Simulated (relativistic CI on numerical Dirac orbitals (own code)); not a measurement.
**The magnetic moment of free Yb³⁺ at 77 K**

Problem. Yb³⁺ (4f13) has the ground term 2F°, whose calculated levels (Dirac-Coulomb-Breit CI, one configuration) lie at J = 5/2: 10020, J = 7/2: 0 cm⁻¹. Find the effective moment at 77 K in LS coupling.

Working.
1. S = 1/2, L = 3. The ground level J = 7/2 has g_J = 3/2 + [S(S + 1) − L(L + 1)]/[2J(J + 1)] = 1.1429 and g_J√(J(J + 1)) = 4.54 μB.
2. kT = 53.5 cm⁻¹. Populations (2J + 1)e^(−E/kT)/Z: J = 7/2: 1.000.
3. The field also mixes neighbouring J. With F_J = [(S + L + 1)² − J²][J² − (S − L)²]/J, each level gains α_J = [F_(J+1)/(E_(J+1) − E_J) − F_J/(E_J − E_(J−1))]/[6(2J + 1)], and μ²(J) = g_J²J(J + 1) + 3kT α_J.
4. Values of μ²(J): J = 7/2: 20.571 + 0.005.
5. The thermal average gives μ_eff = 4.54 μB, or χT = μ²/8 = 2.57 cm³ K mol⁻¹.

Check. With the measured levels of this term (Martin, Zalubas and Hagan, Atomic Energy Levels: The Rare-Earth Elements, NSRDS-NBS 60 (1978): 5/2: 10214, 7/2: 0) the same steps give μ_eff = 4.54 μB. The computed ground level holds 100 % of 2F° and has g = 1.1417, with g_s = 2.0023, relativistic corrections, against 1.1429 above. The excited levels lie far above kT, so the ground-level formula is enough. A crystal field changes the moment at low temperature.
